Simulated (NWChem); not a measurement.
System: AlH2SeF; SMILES [SeH][AlH][F]

```xyz
5

Al    -0.5454    -1.1494     0.0000
F      0.6624    -2.2947     0.0000
H     -2.0476    -1.6196     0.0000
Se     0.1309     1.0506     0.0000
H     -1.2729     1.4954     0.0000
```
Atoms are numbered in this order, from 1.

Structure relaxed at the PBE0/def2-SVP level.

Symmetry labels are those of Cs in the frame above (b1 and b2, or b-type labels, depend on it).

### Question
List the 4 lowest vertical singlet excitations from PBE0/def2-SVPD, TDA (NWChem).

### Answer
```tsv
state	energy (eV)	oscillator strength	symmetry	leading excitation (squared amplitude)
S1	5.64	0.072	a'	HOMO → LUMO (0.91)
S2	5.78	0.087	a"	HOMO → LUMO+1 (0.94)
S3	5.85	0.005	a"	HOMO → LUMO+2 (0.93)
S4	6.23	0.004	a"	HOMO−1 → LUMO (0.97)
```
